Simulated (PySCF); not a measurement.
## GdN: frontier orbitals

r²SCAN at R = 1.757 Å; PySCF, spin-free X2C with a Gaussian nucleus, basis sets Gd x2c-TZVPall, N x2c-TZVPall. State: octet, about 7.2 electrons in the 4f shell (Mulliken). Only the outer orbitals are listed, counted within each symmetry.

```csv
spin,orbital,occ.,ε (eV),on Gd (%),main shells (%)
α,8π,1,-4.30,45,"55 N p, 39 Gd d"
α,8π,1,-4.30,45,"55 N p, 39 Gd d"
α,15σ,1,-3.61,54,"39 N p, 27 Gd d, 14 Gd p"
α,16σ,0,-2.60,94,"71 Gd s, 15 Gd d"
α,4δ,0,-0.87,100,100 Gd d
α,4δ,0,-0.87,100,100 Gd d
β,7π,1,-4.56,30,"70 N p, 22 Gd d"
β,7π,1,-4.56,30,"70 N p, 22 Gd d"
β,14σ,1,-3.81,41,"55 N p, 20 Gd d, 12 Gd f"
β,15σ,0,-1.85,98,"83 Gd s, 10 Gd p"
β,1φ,0,-0.71,100,100 Gd f
β,1φ,0,-0.71,100,100 Gd f
```

Q: Which are the highest filled and the lowest empty level, where do they sit, and how wide is the gap?

A: Highest filled α 15σ at -3.61 eV (in %: 39 N p, 27 Gd d, 14 Gd p); lowest empty α 16σ at -2.60 eV (in %: 71 Gd s, 15 Gd d); the gap at r²SCAN is 1.01 eV.

```json
{
  "bond order (Mayer)": "2.92",
  "⟨S²⟩": "15.877",
  "charge on Gd (Mulliken, basis-dependent)": "0.61",
  "charge on Gd (Löwdin, basis-dependent)": "0.49",
  "dipole moment (positive dipole means Gd(−)N(+))": "-6.08 D"
}
```

Spin–orbit coupling is left out. With d or f electrons several states lie close, and the lowest PBE0 determinant need not be the measured ground state.
